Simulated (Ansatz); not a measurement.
# Worked example: C3H6O2 + SiH2(NH2)(SiH3) → C2H6O2Si + SiH2(CH3)(NH2)

Species: C3H6O2 (methyl acetate) `COC(C)=O`, singlet; SiH2(NH2)(SiH3), singlet; C2H6O2Si `CC(=O)O[SiH3]`, singlet; SiH2(CH3)(NH2), singlet. The partners trade CH3 for SiH3: O–CH3 and Si–SiH3 bonds give way to O–SiH3 and Si–CH3.

Shapes, held fixed at every level: PBE0-D4/def2-TZVP. Flexible molecules stand in one conformer, not always the lowest. Programs: Ansatz 0.2.0. Electronic energies: no zero-point or thermal term.

At CCSD(T)/CBS estimate; 1 Eh = 2625.50 kJ/mol:

```
        species  energy (Eh)
         C3H6O2  -268.119800
SiH2(NH2)(SiH3)  -637.082973
       C2H6O2Si  -519.186001
 SiH2(CH3)(NH2)  -386.082318
```

Q: Work out ΔE of the reaction at this level.

A: 
1. Products less reactants: (-519.186001) + (-386.082318) − [(-268.119800) + (-637.082973)] = -0.065546 Eh = -172.1 kJ/mol.

Other levels give -182.6 (MP2/def2-TZVPP) to -145.4 kJ/mol (PBE-D4/def2-TZVPP). No measured value is set beside it here. The CBS estimate extrapolates MP2 from def2-TZVPP and def2-QZVPP and adds CCSD(T) − MP2 in the triple-zeta set, cores frozen. The median of the other levels is -150.3 kJ/mol.
